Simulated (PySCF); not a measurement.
## Simulated absorption spectrum

Compound: C₆H₄BBrF₂.
Numbering: `[F:1][B:2]([F:3])[c:4]1[cH:5][cH:6][cH:7][c:8]([Br:9])[cH:10]1` (hydrogens: H11 on C5; H12 on C6; H13 on C7; H14 on C10)

Method: PySCF, TDDFT CAM-B3LYP/def2-SVPD, vertical, gas phase, core orbitals frozen in the response. Geometry: PBE0-D3(BJ)/def2-SVP; no solvent, vibrations or thermal averaging. The CAM-B3LYP/def2-SVPD calculation is non-relativistic and has no spin–orbit coupling, an omission that weighs most on bromine. Torsions of this conformer, `[F:1][B:2]([F:3])[c:4]1[cH:5][cH:6][cH:7][c:8]([Br:9])[cH:10]1`: F1–B2–C4–C5 180°.

Broadening: Gaussians 0.25 eV wide at half height, area fixed by f = 4.319×10⁻⁹ ∫ε dν̃. The width is an assumption, not a result. The curve ends short of the highest state used, and states not computed would add to its high-energy end.

```
E (eV)  ε (L mol⁻¹ cm⁻¹)
  4.49                 7
  4.57                69
  4.66               494
  4.75              1727
  4.84              2941
  4.92              2583
  5.01              1132
  5.10               242
  5.18                35
  5.27                28
  5.36               287
  5.45              1552
  5.53              3804
  5.62              5291
  5.71              3590
  5.79              1396
  5.88               278
  5.97               588
  6.06              5588
  6.14             23468
  6.23             59919
  6.32             75326
  6.41             50326
  6.49             29304
```

Question: Locate the maxima and give the states behind the curve.

Answer: 255 nm (4.86 eV), ε about 3000, made up of S1 (100%); 221 nm (5.62 eV), ε about 5300, made up of S2 (100%); 197 nm (6.31 eV), ε about 76000, made up of S4 (99%) (ε in L mol⁻¹ cm⁻¹; maxima over ε = 5, shares over 10%). The states used: S1 4.86 eV (f 0.028); S2 5.62 eV (f 0.049); S3 5.84 eV (f 0.0001); S4 6.30 eV (f 0.699); S5 6.44 eV (f 0.0024); S6 6.59 eV (f 0.183); S7 6.73 eV (f 0.014); S8 6.93 eV (f 0.0011); S9 7.04 eV (f 0.017); S10 7.09 eV (f 0.0072).

Question: What would ε be at 6.31 eV, the highest of these maxima, with half the width (0.125 eV)?

Answer: About 149000 L mol⁻¹ cm⁻¹ against 76100, a factor of about 1.96; a lone state at its own centre would give exactly 2.

Question: Coming from long wavelengths, where does ε first pass 100 L mol⁻¹ cm⁻¹?

Answer: At about 270 nm (4.59 eV), 0.28 eV below S1.

Question: On this curve, what absorbance would a 10⁻⁵ mol/L sample give at 254 nm over a 1 cm path?

Answer: 254 nm is 4.881 eV, where ε is about 3000 L mol⁻¹ cm⁻¹, so A = ε c l ≈ 0.03 (Beer–Lambert, with the gas-phase spectrum and the assumed width).

All these states lie below the vertical ionisation energy of 9.33 eV (ΔSCF).
